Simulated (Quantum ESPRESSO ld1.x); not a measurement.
Question: These are the eigenvalues of the occupied orbitals of an atom or ion with whole-number occupations (eV). Method: non-relativistic Kohn-Sham, LDA (Slater exchange, Perdew-Zunger correlation), spin-polarised, spherical densities, point nucleus; computed with ld1.x of Quantum ESPRESSO 7.5.

1s up: -6361.67
1s down: -6361.66
2s up: -733.422
2s down: -731.780
2p up: -629.910
2p down: -628.657
3s up: -87.8969
3s down: -84.3417
3p up: -58.5020
3p down: -55.0250
3d up: -12.0843
3d down: -9.0843

Which element is it, and in what charge state? The configuration may be excited. Open shells, if any, are filled with parallel spins first.

Answer: Z = 25, manganese, charge +1: Mn+ in [Ar] 3d6. The list shows which subshells hold electrons but not how many an open one holds; the 1s level, -233.79 hartree, gives Z - s = 21.6 by -(Z - s)^2/2, which with screening narrows Z to a few neighbours, and the depths of the outer levels then fix element, charge and occupations together.
